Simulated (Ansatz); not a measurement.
Basis-set extrapolation for `N[Si]1(F)CO[SiH2]1` (PBE0-D4/def2-TZVP geometry, frozen core, the Gaussian-basis code of Ansatz). Multiplicity 1, RHF reference.

```tsv
	def2-TZVPP	def2-QZVPP
HF	-848.225642	-848.256996
MP2 correlation	-1.096519	-1.185124
CCSD(T) correlation	-1.178411	not run
```

Energies in hartree. Use E(X) = E(∞) + A·exp(−7.88·√X) for Hartree–Fock and E(X) = E(∞) + B·X^(−2.97) for correlation, with X = 3 and 4, and add CCSD(T) minus MP2 of the smaller set to the MP2 limit.

Q: What is the CCSD(T) energy at the basis-set limit?

A: HF limit: -848.256996 + (-0.031354) × 0.13774 = -848.26131. MP2 limit: -1.185124 + (-0.088605) × 0.74074 = -1.25076. Higher-order term: -1.178411 − (-1.096519) = -0.08189. Total: -849.59396 hartree, 5.17 eV below CCSD(T)/def2-TZVPP.
